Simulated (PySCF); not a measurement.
C₅H₈F₂O₃.
Numbering: `[F:1][CH:2]([F:3])[O:4][C@@H:5]1[CH2:6][O:7][CH2:8][CH2:9][O:10]1` (hydrogens: H11 on C2; H12 on C5; H13, H14 on C6; H15, H16 on C8; H17, H18 on C9)

Computed with PySCF at PBE0/pcSseg-1, non-relativistic, on one gas-phase PBE0-D3(BJ)/def2-SVP geometry that isn't relaxed in the solvent. The solvent is an IEF-PCM continuum (cavity from Bondi-type radii × 1.2). The model holds no explicit solvent molecules, cavitation or dispersion.

Gas phase at PBE0/pcSseg-1: HOMO -7.43 eV, LUMO 1.42 eV, dipole 3.11 D.

Task: What does the continuum do to the energy, the frontier levels and the dipole at PBE0/pcSseg-1 in chloroform and acetonitrile?

Result: 
```tsv
solvent	ε	E(solvent) − E(gas) (kcal/mol)	polarisation term (kcal/mol)	distortion of the solute (kcal/mol)	HOMO (eV)	LUMO (eV)	dipole (D)
chloroform	4.711	-4.80	-5.15	0.35	-7.27	1.74	3.56
acetonitrile	35.69	-6.56	-7.24	0.68	-7.23	1.83	3.73
```

Polarisation term: ½ Σ q·V over the induced surface charges. Distortion: the rise of the solute's own energy as its density leaves the gas-phase optimum. From chloroform to acetonitrile the lowering changes by a factor 1.37, Onsager's factor (ε − 1)/(2ε + 1) by 1.35 and ε itself by 7.6.

Task: Which radius a makes the point-dipole formula ΔE = −[(ε − 1)/(2ε + 1)]·μ²/a³ give the value in acetonitrile, with the gas-phase dipole?

Result: μ = 1.225 au and |ΔE| = 0.01045 Eh give a = 2.17 Å; the farthest nucleus lies 3.85 Å from the centroid of the nuclei, so such a sphere wouldn't even hold the nuclei. The formula assumes a rigid point dipole at the centre of a sphere.

Task: Which Hirshfeld charges (PBE0/pcSseg-1) respond most in acetonitrile (means over atoms taken as equivalent)?

Result: 
```
atoms              environment  gas (e)  solvent (e)  change
   O7      cyclic ether oxygen   -0.145       -0.159  -0.014
  H11         methine hydrogen   +0.045       +0.056  +0.011
   O4             ether oxygen   -0.137       -0.147  -0.010
   F1  fluorine of a CF2 group   -0.096       -0.105  -0.009
  O10      cyclic ether oxygen   -0.146       -0.155  -0.009
  H17       methylene hydrogen   +0.057       +0.064  +0.007
  H12         methine hydrogen   +0.027       +0.035  +0.008
  H18       methylene hydrogen   +0.037       +0.043  +0.006
```

Task: How do the nuclear quadrupole coupling constants eQVzz/h respond in acetonitrile?

Result: 
| nucleus | Q (barn) | gas (MHz) | solvent (MHz) | η gas | η solvent |
| --- | --- | --- | --- | --- | --- |
| 17O at O4 | -0.0256 | -11.36 | -11.28 | 0.88 | 0.88 |
| 17O at O7 | -0.0256 | 11.98 | 11.85 | 1.00 | 0.99 |
| 17O at O10 | -0.0256 | 12.02 | 11.95 | 0.90 | 0.90 |
